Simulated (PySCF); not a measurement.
# How methods differ on the excitation energy of Sc

Sc [Ar] 3d1 4s2 (2D) → Sc [Ar] 3d3 (4F), as a difference of total energies. Calculation: PySCF 2.14, in aug-cc-pVTZ (8s7p5d3f2g, 93 functions); no relativity, point nucleus. Correlated levels: valence: [Ar] frozen. The calculations carry no spin-orbit coupling.

```tsv
method	excitation energy (cm⁻¹)
UHF	36222
LDA	23215
PBE	22905
PBE0	25675
PW91	22780
B3LYP	26719
r2SCANh	24551
wB97X	30952
MP2 (valence)	36223
SCS-MP2 (valence)	41241
```
